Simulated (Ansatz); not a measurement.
Consider the ligand exchange at a Ge–C bond: `C=[C](S)[GeH3]` + `O[SiH](O)O` → `O[SiH](O)[O][GeH3]` + `C=CS`.

Gas-phase electronic energies from Ansatz, PBE0-D4/def2-TZVP geometries. CCSD(T)/CBS is the MP2 limit (def2-TZVPP, def2-QZVPP) plus CCSD(T) − MP2 in def2-TZVPP, frozen cores. This one scheme is used for every species. DFT in def2-TZVPP. B3LYP here is the variant with VWN-RPA as its local correlation; programs differ in this. For Ge outer-core shells are correlated without core-valence functions, which leaves a few kJ/mol of doubt a bond. Scalar relativity is left out up to krypton. Each species was taken in one conformer, which may not be the lowest.

```csv
species,B3LYP-D4 energy (Eh)
`C=[C](S)[GeH3]`,-2555.10724
`O[SiH](O)O`,-517.87867
`O[SiH](O)[O][GeH3]`,-2596.15027
`C=CS`,-476.85435
```

Task: Work out ΔE.

Result: ΔE = (-2596.15027) + (-476.85435) − (-2555.10724) − (-517.87867) = -0.01871 Eh = -0.51 eV. CCSD(T)/CBS gives -0.43 eV.

Largest T1 diagnostic among the species: 0.012.

The D4 term adds +0.04 eV with B3LYP and +0.02 eV with PBE0; it sums over pairs of atoms, weighted by their polarisabilities, and B3LYP, whose exchange is more repulsive, gets the larger term. In def2-TZVPP, CCSD(T) changes the Hartree–Fock value by +0.25 eV (the triples alone add +0.03 eV) and MP2 by +0.30 eV.
